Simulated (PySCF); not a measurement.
Continuum solvent and chemical shifts

Numbering as in the mapped SMILES `[CH3:1]/[CH:2]=[C:3](/[CH3:4])[C@@H:5]([C:6]#[N:7])[O:8][CH:9]=[O:10]` (H(Xn): hydrogen on atom n).

GIAO PBE0/pcSseg-1 in PySCF 2.14.0 with density-fitted response routines on one PBE0-D3(BJ)/def2-SVP conformer, non-relativistic, equivalent nuclei averaged. Solvents enter as an IEF-PCM continuum (benzene with ε = 2.3, tetrahydrofuran with ε = 7.4) around the gas-phase geometry. Shifts are referred to TMS computed in the same medium.

In benzene, δ in ppm: C9 165.1, C2 143.4, C3 139.8, C6 123.8, C5 61.8, C4 26.4, C1 18.7, H(C9) 7.84, H(C2) 5.97, H(C5) 5.32, H(C4) 2.11, H(C1) 2.10. Dipole moment 3.06 D.

**Question.** How does each δ change in the more polar medium?

**Answer.** 
```json
{"atoms": "C9", "environment": "ester carbonyl carbon", "Δδ, tetrahydrofuran": "+1.5"}
{"atoms": "C2", "environment": "alkene CH", "Δδ, tetrahydrofuran": "+1.1"}
{"atoms": "C3", "environment": "fully substituted alkene carbon", "Δδ, tetrahydrofuran": "+0.2"}
{"atoms": "C6", "environment": "nitrile carbon", "Δδ, tetrahydrofuran": "+2.1"}
{"atoms": "C5", "environment": "allylic sp3 CH bonded to O", "Δδ, tetrahydrofuran": "+0.4"}
{"atoms": "C4", "environment": "allylic methyl carbon", "Δδ, tetrahydrofuran": "+0.2"}
{"atoms": "C1", "environment": "allylic methyl carbon", "Δδ, tetrahydrofuran": "+0.3"}
{"atoms": "H(C9)", "environment": "hydrogen on an ester carbonyl carbon", "Δδ, tetrahydrofuran": "+0.07"}
{"atoms": "H(C2)", "environment": "hydrogen on an alkene CH", "Δδ, tetrahydrofuran": "+0.10"}
{"atoms": "H(C5)", "environment": "hydrogen on an allylic sp3 CH bonded to O", "Δδ, tetrahydrofuran": "+0.15"}
{"atoms": "H(C4)", "environment": "hydrogen on an allylic methyl carbon", "Δδ, tetrahydrofuran": "+0.02"}
{"atoms": "H(C1)", "environment": "hydrogen on an allylic methyl carbon", "Δδ, tetrahydrofuran": "+0.01"}
```

Changes are relative to benzene. The dipole moment becomes 3.30 D in tetrahydrofuran.

**Question.** Which of the listed nuclei move most (in ppm), and what does the model miss? (N and O are left out, as their reference compounds move with the solvent too.)

**Answer.** C6 (nitrile carbon, +2.1 ppm) in tetrahydrofuran. A continuum only polarises the solute; specific hydrogen bonds, the anisotropy of aromatic solvents and changes of geometry or conformer are outside it.
